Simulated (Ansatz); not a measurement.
A calculation with Ansatz (development build ahead of 0.2.0).

```yaml
crystal:
  periodic: [false, false, false]
  atoms:
    - { symbol: Mn, position_ang: [0.0, 0.0, 0.0] }
basis:
  gaussian: { orbitals: pcseg-2 }
magnetization:
  spin_polarized: true
  initial_magnetization: 5
hamiltonian:
  xc: pbe0
```

The input is written out in the form of the current development build from the run's settings.

Output:

| Property | Result |
| --- | --- |
| Converged | yes |
| Total energy | -1150.78153 hartree |
| Spin squared of the determinant | 8.761 |
